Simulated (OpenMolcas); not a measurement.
Converging the integration grid for SnTe (SMILES [Sn][Te])

SnTe has 2 atoms, charge 0, and is taken as a singlet. SMILES: `[Sn][Te]`. Geometry: a GFN2-xTB relaxation, a rough one for these elements and not checked as a minimum.

```xyz
2

Sn    0.0000    0.0000    0.0000
Te    0.0000    0.0000    2.5368
```

Program: OpenMolcas 26.06. Method: PBE/def2-TZVP (core potential). Swept: integration grid. Watched: the total energy. Each run: energy. Hardware: 1 thread of Intel Xeon Platinum 8488C (Sapphire Rapids), shared host.

The last row is the best point of the sweep, not the limit.

Task: The candidates, from coarse to fine: Coarse; SG1Grid; Fine; UltraFine. Estimate which is the coarsest that holds the total energy within 0.5 mEh of the last.

Result: SG1Grid: it is 0.141 mEh off and takes 8.4 s, against 14 s for UltraFine.

```json
{"integration grid": "Coarse", "energy (Eh)": "-482.383330", "from the best (mEh)": "-1.478", "wall time": "8.1 s"}
{"integration grid": "SG1Grid", "energy (Eh)": "-482.381993", "from the best (mEh)": "-0.141", "wall time": "8.4 s"}
{"integration grid": "Fine", "energy (Eh)": "-482.381856", "from the best (mEh)": "-0.004", "wall time": "9.6 s"}
{"integration grid": "UltraFine", "energy (Eh)": "-482.381852", "from the best (mEh)": "0.000", "wall time": "14 s"}
```
